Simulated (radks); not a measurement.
The numbers below are computed, except where a source is named.
Numerical settings for the carbon ion C4+, [He]. Level of theory: non-relativistic Kohn-Sham, PBE, spin-polarised, spherical densities, point nucleus (a radial shooting solver on a logarithmic mesh with Libxc functionals). The defaults (mesh step 0.008 in ln r, mesh end at 40 bohr or more with all orbitals vanishing there, Anderson mixing 0.5 over 9 steps, residual threshold near 1e-9 with the energy settled to 1e-9 hartree or 1e-11 of itself, here a cap of 97 iterations) give E = -32.3442 hartree and 1s at -357.58 eV in 13 iterations. Run on one thread of a shared host, so times are rough (Arm Neoverse V2): 0.03 s of CPU time, 0.03 s wall, 13 iterations on 2476 mesh points. One setting is changed at a time: mesh step in ln r 0.05; mesh step in ln r 0.02; mesh step in ln r 0.003; mesh end (bohr) 400; mesh end (bohr) 3; residual threshold 1e-16; residual threshold 0.01; mixing 0.05; linear mixing, mixing 0.8; linear mixing, mixing 0.05; mixing history 20; iteration cap 3. Which runs fail to converge, and which converge to a wrong energy?

Answer. Not converged within the cap: residual threshold 1e-16; linear mixing, mixing 0.05; iteration cap 3. No run marked as converged misses the energy by more than 1 mhartree.
